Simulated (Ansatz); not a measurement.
Reaction (ligand exchange at a Ge–C bond): `N[SiH2][CH2][GeH2][NH2]` + `[NH2][GeH2][OH]` → `[NH2][GeH2][O][GeH2][NH2]` + `C[SiH2]N`

Calculated with Ansatz (gas phase, PBE0-D4/def2-TZVP geometries, no zero-point term in ΔE). CCSD(T)/CBS adds triple-zeta CCSD(T) − MP2 to the extrapolated MP2 energy (def2 sets, frozen cores). Functionals use def2-TZVPP. B3LYP here is the variant with VWN-RPA as its local correlation; programs differ in this. For Ge outer-core shells are correlated without core-valence functions, which leaves a few kJ/mol of doubt a bond. Scalar relativity is left out up to krypton. Each species was taken in one conformer, which may not be the lowest.

(1) Is it downhill or uphill in electronic energy at CCSD(T)/CBS, and by how much? (Best estimate.)

(2) What do these levels give: PBE-D4, B3LYP-D4, ωB97X-V, B2PLYP, r2SCAN, CCSD/def2-TZVPP? (An estimate is asked.)

Largest T1 diagnostic among the species: 0.012.

## Answers

(1) Computed: Downhill: ΔE = -56.3 kJ/mol.

(2) Ansatz gave: PBE-D4 -51.6, B3LYP-D4 -61.6, ωB97X-V -61.9, B2PLYP -64.4, r2SCAN -60.2, CCSD/def2-TZVPP -60.0 kJ/mol.

In def2-TZVPP, CCSD(T) changes the Hartree–Fock value by +18.5 kJ/mol (the triples alone add +1.1 kJ/mol) and MP2 by +19.0 kJ/mol.
